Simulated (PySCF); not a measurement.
RbO at BLYP

Level: BLYP. PySCF, scalar-relativistic core potentials, basis sets Rb def2-SVPD with ECP28, O def2-SVPD.

```json
{
 "state": "²Π (doublet), unpaired electrons π ↑",
 "bond length": "2.550 Å",
 "harmonic wavenumber": "309 cm⁻¹",
 "force constant": "0.758 mdyn/Å",
 "rotational constant Be": "0.1925 cm⁻¹",
 "anharmonicity ωexe": "2.04 cm⁻¹",
 "vibration–rotation constant αe": "0.00177 cm⁻¹",
 "well depth De to Rb + O": "279 kJ/mol",
 "dissociation energy D0": "277 kJ/mol",
 "bond order (Mayer)": "0.30",
 "dipole moment (positive dipole means Rb(−)O(+))": "-9.04 D"
}
```

Spin–orbit coupling is left out. The state is the lowest determinant that a PBE0 search found; another state may lie lower at other levels.
